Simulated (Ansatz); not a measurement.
**Match the barriers**

Saddle point of Si2NH9S, singlet (Si₂H₆S ([SiH3][SiH2][SH]) + NH₃ → Si₂NH₇ ([NH2][SiH2][SiH3]) + H₂S; bonds formed: Si1–N7, S2–H6; bonds broken: Si1–S2, H6–N7), PBE0-D4/def2-TZVP structure:

Si1  (-1.035, 0.132, 0.054)
S2  (0.807, -2.055, 0.056)
H3  (-1.965, 1.271, -0.286)
H4  (-1.926, -1.016, 0.322)
Si5  (0.537, 0.812, 1.618)
H6  (0.189, -0.988, -1.503)
N7  (-0.384, -0.087, -1.695)
H8  (2.022, -1.485, -0.011)
H9  (0.174, 2.149, 2.184)
H10  (1.839, 0.979, 0.921)
H11  (0.624, -0.168, 2.723)
H12  (0.232, 0.665, -1.992)
H13  (-1.113, -0.208, -2.393)
(Å)

Program: Ansatz 0.2.0. Basis: def2-TZVPP, with def2-QZVPP for the basis limit. Cores are frozen in the correlated methods. B3LYP uses VWN-RPA correlation. Extrapolation: Hartree–Fock as exp(−7.88 √X), correlation as X^−2.97. Four methods, as single points on the PBE0-D4 structures, gave these electronic barriers from the start structure: 11.97, 21.04, 22.99, 29.87 kcal/mol.

(1) The methods were, in alphabetical order, B3LYP-D4, BHLYP-D4, HF, SPW92. Which gave which? (Judge from chemistry; the calculation decides.)

The T1 diagnostic stays at or below 0.013.

Results:

(1) Computed: SPW92 11.97; B3LYP-D4 21.04; BHLYP-D4 22.99; HF 29.87 kcal/mol. For comparison, CCSD(T) at an estimated basis limit (MP2 extrapolated from triple and quadruple zeta, plus CCSD(T) − MP2 in triple zeta) gives 21.86 kcal/mol.

Labels in which every atom is bracketed show which atoms are joined, not bond orders.

For scale, one of the runs: CCSD(T)/def2-TZVPP, 283 basis functions, launched by `ansatz run in.yaml --threads 8 --pin off --events-out ev --progress --plain --max-ram 19148MiB`. The run took 31 s on 8 CPU threads of an Intel Xeon 6975P-C (shared host), with 8.4 GiB of host memory at its peak.
